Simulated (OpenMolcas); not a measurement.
A calculation on Fe III.

| Item | Value |
| --- | --- |
| Program | OpenMolcas 26.06 |
| Method | MS-CASPT2, IPEA 0.25 Eh, imaginary shift 0.1 Eh (closed shells correlated: 3s 3p) |
| Basis | ANO-RCC-VQZP [7s6p4d3f2g1h] |
| Scalar Hamiltonian | DKH2, point nucleus |
| Active space | 6 electrons in 10 orbitals (3d 4d) |
| State averaging | 2S+1 = 5 even, 5 roots; 2S+1 = 3 even, 45 roots; 2S+1 = 1 even, 44 roots |
| Spin-orbit coupling | state interaction with AMFI integrals over the reference wave functions, term energies averaged over their components |

(1) Which level of the active space comes out lowest?

(2) How high does 3d⁶ ⁵D₁ lie?

(3) How high does 3d⁶ ⁵D₂ lie?

(4) How high does 3d⁶ ³P₀(1) lie?

(5) The level at 21940 cm⁻¹ has J = 4. What is it made of, and what is its g factor?

Measured values: Corliss and Sugar, J. Phys. Chem. Ref. Data 11, 135 (1982).

## Answers

(1) 3d⁶ ⁵D₄, with 100 % of that term; it is also the measured ground level.

(2) 879 cm⁻¹ above the lowest level; measured 932 cm⁻¹ above the ground level, so the calculation is off by -6 %.

(3) 695 cm⁻¹ above the lowest level; measured 739 cm⁻¹ above the ground level, so the calculation is off by -6 %.

(4) 21600 cm⁻¹ above the lowest level; measured 21208 cm⁻¹ above the ground level, so the calculation is off by +2 %.

(5) 96 % 3d⁶ ³F₄(1), 2 % 3d⁶ ³G; g = 1.239, against 1.251 from Landé's formula for the pure leading term.

Term energies are means over components that CASPT2 splits; among the terms shown or strongly mixed into the levels shown the widest spread is 110 cm-1 (3d⁶ ³F(1)). Active for correlation alone: 4d; no level in the range computed is led by a configuration that fills it, so any true level of that kind is missing. Computed and measured levels are paired by configuration, term and J; levels that our copy of the source lacks, or whose pairing is in doubt (as where it misses far off the trend of its configuration), stay unpaired and out of the deviations. Only configurations of the active space appear.

A number in round brackets counts repeated terms of one configuration in the order of the reference energies.
